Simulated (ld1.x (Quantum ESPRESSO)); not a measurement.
# Which change was made? (Nd, RRKJ)

* Element: neodymium
* Generator: ld1.x (Quantum ESPRESSO) 7.5
* Type: norm-conserving RRKJ (Kleinman–Bylander form)
* Functional: Wu–Cohen
* Relativity: fully relativistic
* Frozen core: [Kr] 4d10
* Valence charge: 14
* Reference configuration: 4f4 5s2 5p6 5d0.5 6s1.5 6p0
* Partial waves: 5p (bound): rc 2.60 bohr; 5d (bound): rc 3.15 bohr; 4f (bound): rc 1.50 bohr; 5s (bound): rc 1.80 bohr
* Local potential: the s channel
* Core correction: none

Open shells are filled in proportion to 2j + 1 (rel_dist='average').

Occupied shells without a wave of their own: 6s. They enter only through the test configuration that unscreens the potential.

Cutoffs, loose and tight: the cutoffs (Ry, on a coarse ladder) from which the occupation-weighted sum of valence levels, in a spherical-Bessel basis at the reference potential, stays within 10 and 1 mRy of its value at 400 Ry. They do not see the model core or the augmentation charge, which bear on the density cutoff. Test errors are all-electron minus pseudo excitation energies from the reference, over the configurations 4f4 5s2 5p6 5d0 6s2 6p0; 4f4 5s2 5p6 5d0 6s1 6p0; 4f4 5s2 5p6 5d0 6s0 6p0; 4f5 5s2 5p6 5d0 6s0 6p0; 4f2 5s2 5p6 5d0 6s0 6p0; 4f3 5s2 5p6 5d0 6s2 6p0; 4f3 5s2 5p6 5d0 6s0 6p0; variants that change the core or the reference have their own tests. The largest error is taken over the tests solved by every variant that gives reliable tests at all, those not shown here included: 4f2 5s2 5p6 5d0 6s0 6p0; 4f3 5s2 5p6 5d0 6s0 6p0; 4f3 5s2 5p6 5d0 6s2 6p0; 4f4 5s2 5p6 5d0 6s0 6p0; 4f4 5s2 5p6 5d0 6s1 6p0; 4f4 5s2 5p6 5d0 6s2 6p0.

The base gives: outcome: generated; bound ghosts: not determined; largest test error (meV): +441.

Problem. After one change the result is: outcome: generated; bound ghosts: not determined; largest test error (meV): -587. Which change was it?
A. wave 4f (bound): rc 1.50 bohr becomes 4f (bound): rc 1.58 bohr
B. wave 4f (bound): rc 1.50 bohr becomes 4f (bound): rc 1.32 bohr
C. wave 4f (bound): rc 1.50 bohr becomes 4f (bound): rc 1.16 bohr

Solution. C. The others give: wave 4f (bound): rc 1.50 bohr becomes 4f (bound): rc 1.58 bohr → outcome: generated; bound ghosts: not determined; largest test error (meV): +718 | wave 4f (bound): rc 1.50 bohr becomes 4f (bound): rc 1.32 bohr → outcome: generated; bound ghosts: not determined; largest test error (meV): -421.
